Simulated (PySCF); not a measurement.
Level of theory: PBE-D3(BJ)/def2-TZVP // B3LYP-D3(BJ)/def2-SVP in PySCF 2.14.0. Isolated molecules, 0 K electronic values unless said otherwise. One relaxed conformer stands for a flexible species; it need not be the lowest. Delta-SCF ions had no search for a lower state. Excitations are Tamm–Dancoff values on a coarser integration grid. The basis has no diffuse functions, so Rydberg states are missing or too high.

Reference species (SMILES): `Bc1c(C=C)ccc2ccsc12` (neutral, multiplicity 1).

| Item | Value |
|---|---|
| LUMO | -2.89 eV |
| T1 excitation (TDA) | 2.40 eV |
| vertical ionisation energy (Delta-SCF) | 7.74 eV |
| HOMO | -5.52 eV |

After one change: the LUMO decreases by 0.06 eV; the T1 excitation (TDA) hardly moves; the vertical ionisation energy (Delta-SCF) hardly moves; the HOMO drops by 0.03 eV.

### Question
Name the change that produced these shifts. The new species is one of these.
(A) `Bc1cc2c(C=C)cccc2s1`
(B) `Bc1cc(C=C)c2ccsc2c1`
(C) `Bc1cc2ccc(C=C)cc2s1`
(D) `Bc1cc2ccsc2cc1C=C`

### Answer
B, `Bc1cc(C=C)c2ccsc2c1`
